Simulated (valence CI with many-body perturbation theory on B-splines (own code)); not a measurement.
Results of a calculation; reference values are marked as such.
**Basis-set convergence for Pm47+**

Method: configuration interaction combined with many-body perturbation theory (CI+MBPT): four valence electrons over a frozen Dirac-Fock core [Ne], a basis of 9 s, 9 p, 8 d, 6 f, 3 g, 1 h functions for each j, with the one-electron correlation potential Σ1, the two-electron term Σ2, the three-electron term Σ3, Breit, model QED; selected CI, second order for the rest, scaled by the run's own slope (own B-spline code, finite nucleus).

No measured spectrum was set against this ion. As an estimate, large intervals hold to a few tenths of a per cent, small ones and those within an open d or f shell to about a per cent.

The reference run has the lowest level (3s^2 3p1/2^2) J=0 and an ionisation energy of 4058.61 eV. Its largest variational space holds 20000 state functions.

Levels are named by their leading jj configuration (3d3/2^4 stands for four electrons in 3d with j = 3/2), which in mixed levels can hold well under half, so a name can repeat and another be missing. Letters in brackets count levels of one name in rising energy.

Changed runs:
A. basis 6 s, 6 p, 5 d, 3 f, 1 g
B. basis 5 s, 5 p, 4 d, 2 f

Excitation energies of the reference run in cm⁻¹, and shifts in cm⁻¹:

| Level | Reference | A | B |
| --- | --- | --- | --- |
| (3s^2 3p1/2 3p3/2) J=1 | 1089770 | -106 | -293 |
| (3s^2 3p1/2 3p3/2) J=2 | 1150060 | +6.1 | +90 |
| (3s 3p1/2^2 3p3/2) J=2 | 2087540 | -127 | -337 |
| (3s 3p1/2^2 3p3/2) J=1 | 2271720 | +7.8 | +67 |
| (3s^2 3p3/2^2) J=2 | 2283710 | -74 | -134 |
| (3s^2 3p3/2^2) J=0 | 2413980 | +37 | +205 |
| (3s^2 3p1/2 3d3/2) J=2 | 2479200 | +177 | +414 |
| (3s^2 3p1/2 3d3/2) J=1 | 2738890 | +408 | +1347 |
| (3s^2 3p1/2 3d5/2) J=2 | 2836920 | +117 | +272 |
| (3s^2 3p1/2 3d5/2) J=3 | 2850920 | +286 | +801 |
| (3s 3p1/2 3p3/2^2) J=2 [a] | 3170390 | -95 | -159 |
| (3s 3p1/2 3p3/2^2) J=3 | 3262380 | -43 | -10 |
| Ionisation energy (eV) | 4058.61 | -0.033 | -0.10 |
